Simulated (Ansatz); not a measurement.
`N[SiH2][S][AlH2]` + H₂ → `[AlH2][S][SiH3]` + NH₃ at 600 K and 1 bar (hydrogenolysis of the Si–N bond).

Program: Ansatz. Geometries: PBE0-D4/def2-TZVP. ΔE: electronic, gas phase. CBS: MP2 limit from def2 TZ/QZ plus the TZ coupled-cluster correction, frozen cores. This one scheme is used for every species. One conformer a species, not always the lowest.

| species | CCSD(T)/CBS energy (Eh) | H − E (kJ/mol) | S (J/(mol·K)) |
| --- | --- | --- | --- |
| `N[SiH2][S][AlH2]` | -987.26936 | 222.8 | 459.4 |
| H₂ | -1.17544 | 43.9 | 150.8 |
| `[AlH2][S][SiH3]` | -931.92152 | 160.7 | 409.9 |
| NH₃ | -56.50880 | 112.4 | 219.5 |

H − E and S are ideal-gas, rigid-rotor, harmonic terms from PBE0-D4/def2-TZVP, for one conformer and one mirror image of each species. The MP2-based limit puts H₂ 0.8 mEh under its directly extrapolated value; such offsets cancel only in part. 1 Eh = 2625.50 kJ/mol, R = 8.31446 J/(mol·K).

By hand: ΔE, ΔH, ΔS and ΔG.

ΔE = (-931.92152) + (-56.50880) − (-987.26936) − (-1.17544) = 0.01448 Eh = 38.0 kJ/mol. Δ(H − E) = 160.7 + 112.4 − 222.8 − 43.9 = 6.4, so ΔH = 44.4 kJ/mol. ΔS = 409.9 + 219.5 − 459.4 − 150.8 = 19.2 J/(mol·K). ΔG = 44.4 − 600 × (19.2)/1000 = 32.9 kJ/mol.

By hand: the equilibrium constant, and the temperature at which ΔG would vanish if ΔH and ΔS stayed fixed.

log₁₀ K = −ΔG/(RT ln 10) = -2.9. ΔG = 0 at ΔH/ΔS = 2312 K, though so small a ΔS makes that figure unsure.

ΔH outweighs TΔS. A doubt of 5 kJ/mol in ΔE shifts log₁₀ K by 0.4 here. Other conformers and mirror images would add mixing entropy, several J/(mol·K) or more a flexible species. Modes under 60 cm⁻¹, often nearly free rotors, make the harmonic entropy too high. These are equilibria of isolated gas molecules and say nothing of rates. Largest T1 diagnostic: 0.011 (customary marks: 0.02 for closed shells, 0.045 for open ones).
